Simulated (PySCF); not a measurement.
Fluoroethane, C2H5F, SMILES CCF, singlet at its B3LYP/def2-SVP optimised geometry (Å):

```
8

C      0.2706     0.3723     0.0000
C     -0.2667    -0.3688    -1.2054
F      0.1618     0.2376    -2.3731
H     -0.0751    -0.1056     0.9308
H      1.3718     0.3723     0.0000
H     -0.0741     1.4181     0.0000
H     -1.3718    -0.3769    -1.2082
H      0.0801    -1.4181    -1.2152
```

Method: PySCF with B3LYP/def2-TZVP. Cells within 0.4 Å of a nucleus heavier than hydrogen are left out (blank, or x).

Map of the electrostatic potential (hartree/e), clipped to [-0.08, 0.12] on the plane z = 0.0 Å:

```
|00000000000000000000000000000|
|00000000000000000000000000000|
|00000000000000000000000000000|
|00000000000111110000000000000|
|00000000011122221000000000000|
|00000000011346642100000000000|
|00000000112599995200000000000|
|00000000113899999310000000000|
|00000000113999999621110000000|
|00000001113999999964332100000|
|00000011123899999999974210000|
|000001111249999x9999998421000|
|00011111124999xxx999999521000|
|00011111235999xxx999999521000|
|001111122359999x9999999421000|
|00111122235899999999985211000|
|00111122234799999975432110000|
|00111122234578997532211110000|
|00111112223455554321111000000|
|00011111223344332211110000000|
|00011111122233322211100000000|
|00001111112222222111100000000|
|00000111111122221111100000000|
|00000011111111111111000000000|
|00000001111111111111000000000|
|00000000111111111110000000000|
|00000000001111111100000000000|
|00000000000000000000000000000|
|00000000000000000000000000000|
```
Scale: ten equal steps from -0.001 (start of '0') to 0.120 (end of '9'), in the order '0123456789'; x runs from -3.50 to 3.50, y from -3.50 (bottom) to 3.50 (top).
